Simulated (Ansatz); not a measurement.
`[CH3][SnH]([OH])[Cl]` + H₂S → `[CH3][SnH]([OH])[SH]` + HCl at 500 K and 1 bar (ligand exchange at the Sn–Cl bond).

Calculated with Ansatz (gas phase, PBE0-D4/def2-TZVP geometries, no zero-point term in ΔE). CCSD(T)/CBS is the MP2 limit (def2-TZVPP, def2-QZVPP) plus CCSD(T) − MP2 in def2-TZVPP, frozen cores. This one scheme is used for every species. def2 core potentials past Kr. For Sn outer-core shells are correlated without core-valence functions, which leaves a few kJ/mol of doubt a bond. Each species was taken in one conformer, which may not be the lowest.

```json
{"species": "`[CH3][SnH]([OH])[Cl]`", "CCSD(T)/CBS energy (Eh)": "-790.11028", "H − E (kJ/mol)": "197.2", "S (J/(mol·K))": "433.4"}
{"species": "H₂S", "CCSD(T)/CBS energy (Eh)": "-398.97279", "H − E (kJ/mol)": "57.0", "S (J/(mol·K))": "224.0"}
{"species": "`[CH3][SnH]([OH])[SH]`", "CCSD(T)/CBS energy (Eh)": "-728.68928", "H − E (kJ/mol)": "222.9", "S (J/(mol·K))": "450.5"}
{"species": "HCl", "CCSD(T)/CBS energy (Eh)": "-460.38127", "H − E (kJ/mol)": "32.5", "S (J/(mol·K))": "201.9"}
```

H − E and S are ideal-gas, rigid-rotor, harmonic terms from PBE0-D4/def2-TZVP, for one conformer and one mirror image of each species. 1 Eh = 2625.50 kJ/mol, R = 8.31446 J/(mol·K).

**Question.** By hand: ΔE, ΔH, ΔS and ΔG.

**Answer.** ΔE = (-728.68928) + (-460.38127) − (-790.11028) − (-398.97279) = 0.01252 Eh = 32.9 kJ/mol. Δ(H − E) = 222.9 + 32.5 − 197.2 − 57.0 = 1.2, so ΔH = 34.1 kJ/mol. ΔS = 450.5 + 201.9 − 433.4 − 224.0 = -5.0 J/(mol·K). ΔG = 34.1 − 500 × (-5.0)/1000 = 36.6 kJ/mol.

**Question.** By hand: the equilibrium constant, and the temperature at which ΔG would vanish if ΔH and ΔS stayed fixed.

**Answer.** log₁₀ K = −ΔG/(RT ln 10) = -3.8. ΔH and −TΔS have one sign here, so there is no such temperature. One of them is within its doubt of zero, so this could turn.

The number of gas molecules stays the same, so ΔS is small and ΔH decides. A doubt of 5 kJ/mol in ΔE shifts log₁₀ K by 0.5 here. Other conformers and mirror images would add mixing entropy, several J/(mol·K) or more a flexible species. Modes under 60 cm⁻¹, often nearly free rotors, make the harmonic entropy too high. These are equilibria of isolated gas molecules and say nothing of rates. Largest T1 diagnostic: 0.012 (customary marks: 0.02 for closed shells, 0.045 for open ones).
